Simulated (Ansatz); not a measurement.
ClLi, charge +1, doublet, geometry from GFN2-xTB (such geometries of metal compounds can be far from the true shape) (a state made from the parent by changing its charge; the spin is typed, not shown lowest); CAM-B3LYP/6-31G** run with Ansatz (an electronic-structure program).

Ansatz was given this input:
Ansatz 0.2 input:
```yaml
crystal:
  periodic: [false, false, false]
  atoms:
    - {symbol: Li, position_ang: [-0.00000000, -0.00000000, -1.95078436]}
    - {symbol: Cl, position_ang: [0.00000000, 0.00000000, 0.34425606]}
basis:
  gaussian:
    orbitals: 6-31G__.json
hamiltonian:
  xc: cam_b3lyp
total_charge: 1
magnetization: {spin_polarized: true, initial_magnetization: 1}
```
The basis file holds 6-31G** in the JSON format of the Basis Set Exchange.

Problem. Write the output that Ansatz gives for this input, abridged.

Solution. 
```
Functional definition: CAM-B3LYP
305 factors; integrals over basis functions are off by at most 5.2e-4 eV
115 factors; integrals over basis functions are off by at most 7.4e-5 eV
mean field evaluation 1: about -12717.4670 eV, gradient 1.6e1 eV
mean field evaluation 2: about -12718.6993 eV, gradient 9.1e0 eV
mean field evaluation 4: about -12719.0740 eV, gradient 2.9e-1 eV
mean field evaluation 8: about -12719.0793 eV, gradient 1.3e-2 eV
mean field evaluation 16: about -12719.0126 eV, gradient 1.5e0 eV
mean field -12719.07927274 eV, -467.4175419716 hartree, gradient 4.1e-5 eV, S^2 0.751987; 1 other end points of the search recorded, 0 dependent functions left out
reference -12719.07941797 eV, -467.4175473086 hartree; 10, 9 occupied and 24, 25 virtual orbitals, 305 factors
Total energy: -12719.07941797 eV, -467.4175473086 hartree
```
